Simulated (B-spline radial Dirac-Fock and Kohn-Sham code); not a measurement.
**X-ray lines that fill the 2p3/2 vacancy in W**

System: the W atom, 1s2 2s2 2p6 3s2 3p6 3d10 4s2 4p6 4d10 4f14 5s2 5p6 5d4 6s2.

Input of the calculation (task.json; shells as n, l, electrons):

```json
{"items": [{
  "Z": 74,
  "q": 0,
  "cfg": [[1, 0, 2], [2, 0, 2], [2, 1, 6], [3, 0, 2], [3, 1, 6], [3, 2, 10], [4, 0, 2], [4, 1, 6], [4, 2, 10], [4, 3, 14], [5, 0, 2], [5, 1, 6], [5, 2, 4], [6, 0, 2]],
  "A": 184,
  "rrms": 5.3658,
  "do": ["binding", "quiet", "decay"],
  "holes": ["K", "L1", "L2", "L3", "M1", "M2", "M3", "M4", "M5", "N1", "N2", "N3", "N4", "N5", "N6", "N7"]
}]}
```

Launch: `python xray_run.py task.json out`

Level of theory: one-electron (LDA, Dirac) transition rates at Dirac-Fock energies; an atomic code on a B-spline grid.

```tsv
line	multipole	energy (eV)	width (meV)	share (%)	tabulated share (%)
Lℓ (L3-M1)	E1	7379.7	45.5	3.64	3.76
L3-M2	E2	7628.3	0.475	0.0380	–
L3-M3	E2	7921.2	0.431	0.0345	–
Lα2 (L3-M4)	E1	8334.4	103	8.21	8.19
Lα1 (L3-M5)	E1	8396.8	905	72.4	72.2
Lβ6 (L3-N1)	E1	9604.1	11.0	0.879	0.900
Lβ15 (L3-N4)	E1	9945.7	17.7	1.42	1.43
Lβ2 (L3-N5)	E1	9958.2	159	12.7	12.8
Lβ7 (L3-O1)	E1	10123.8	2.01	0.161	–
L3-N7	E2	10174.8	0.483	0.0387	–
L3-O4	E1	10205.6	0.533	0.0426	–
Lβ5 (L3-O5)	E1	10206.3	4.65	0.372	–
```

The listed lines hold 100.0 % of the radiative rate. The radiative width is 1.25 eV in the length form and 1.27 eV in the velocity form; the two differ because the transition energies are not eigenvalue differences of the potential that gave the orbitals. Tabulated shares: Scofield radiative rates as tabulated in xraylib 4.2.
